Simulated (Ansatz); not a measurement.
Species: bromane, HBr, net charge 0, singlet state. 
Coordinates optimised at B3LYP-D3(BJ)/def2-TZVP (Ansatz, a quantum-chemistry and plane-wave program):
```
Br
H 1 1.4248
```
Charge 0, spin multiplicity 1.

Basis-set convergence of Hartree-Fock and CCSD correlation energies (hartree) with Ansatz. Correlated levels leave the core frozen unless marked. No spin-orbit coupling. The frozen core is the preceding noble-gas configuration, with the filled d and f shells of earlier blocks. Non-relativistic.

```
basis       functions        E(HF)  E(corr, CCSD)
----------  ---------  -----------  -------------
def2-SVP           37  -2572.68486       -0.14655
def2-TZVPP         62  -2573.00146       -0.19353
def2-QZVPP        119  -2573.05128       -0.21036
```

Extrapolating the two largest sets (X = 3 and 4) as X^-3: E(corr) = (64·(-0.21036) - 27·(-0.19353))/37 = -0.2226 Eh, an estimate of the basis-set limit. The largest set recovers 94.5 % of it, the smallest 65.8 %.
